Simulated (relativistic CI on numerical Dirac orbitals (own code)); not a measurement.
# Slater and spin-orbit integrals, Ag²⁸⁺

These numbers are calculated, not measured: Dirac-Coulomb-Breit CI, orbitals from a KLI potential per configuration, a model potential for QED, unscaled Slater integrals (own radial code, finite nucleus).

Slater integrals F^k, G^k are unscaled and averaged over j, outside the closed core [Ne]; ζ comes from projecting the Hamiltonian with its Breit term on Σ l·s of the shell.

- 3s²3p⁶3d: ζ(3d) = 26756 cm⁻¹; <r>(3d) = 0.2943, <r^2>(3d) = 0.1005 (bohr units).
- 3s²3p⁵3d²: ζ(3p) = 207200, F^2(3d,3d) = 345790, F^4(3d,3d) = 223170, F^2(3p,3d) = 302160, G^1(3p,3d) = 325810, G^3(3p,3d) = 216740, ζ(3d) = 26364 cm⁻¹; <r>(3p) = 0.3295, <r^2>(3p) = 0.1253, <r>(3d) = 0.295, <r^2>(3d) = 0.101 (bohr units).
- 3s3p⁶3d²: F^2(3d,3d) = 345400, F^4(3d,3d) = 222910, G^2(3s,3d) = 244820, ζ(3d) = 26570 cm⁻¹; <r>(3s) = 0.3377, <r^2>(3s) = 0.1298, <r>(3d) = 0.2953, <r^2>(3d) = 0.1012 (bohr units).

(1) Give the Racah parameters of the d shell in 3s²3p⁵3d².

Averages of the first 10 configurations, taken without configuration mixing, which lowers the lowest level and can move excited configurations by several eV; other configurations of the list can lie among them:

| Configuration | Parity | States | Average energy above the lowest level (eV) |
| --- | --- | --- | --- |
| 3s²3p⁶3d | even | 10 | 5.5 |
| 3s²3p⁵3d² | odd | 270 | 171.5 |
| 3s3p⁶3d² | even | 90 | 308.7 |
| 3s²3p⁶4s | even | 2 | 622.8 |
| 3s²3p⁶4p | odd | 6 | 672.1 |
| 3s²3p⁶4d | even | 10 | 738.3 |
| 3s²3p⁵3d4s | odd | 120 | 782.9 |
| 3s²3p⁶4f | odd | 14 | 793.6 |
| 3s²3p⁵3d4p | even | 360 | 832.3 |
| 3p⁶3d³ | even | 120 | 618.4 |

Results:

(1) B = F²/49 − 5F⁴/441 = 4527 cm⁻¹ and C = 35F⁴/441 = 17712 cm⁻¹.
